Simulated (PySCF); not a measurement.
H₂S.

```xyz
3

S      0.0000     0.0000     0.1031
H      0.0000    -0.9703    -0.8249
H      0.0000     0.9703    -0.8249
```
Charge 0, spin multiplicity 1.

Geometry optimised at B3LYP-D3(BJ)/def2-TZVP.

Computed with PBE/pcSseg-2 (PySCF). Non-relativistic, no solvent.

Computed absolute GIAO shielding of each atom: isotropic value and principal components (ppm):
```json
[
 {"atom": "S1", "σ(iso)": "705.0", "σ11": "575.4", "σ22": "645.6", "σ33": "893.9", "span": "318.5"},
 {"atom": "H2", "σ(iso)": "30.6", "σ11": "24.2", "σ22": "26.8", "σ33": "40.9", "span": "16.7"},
 {"atom": "H3", "σ(iso)": "30.6", "σ11": "24.2", "σ22": "26.8", "σ33": "40.9", "span": "16.7"}
]
```
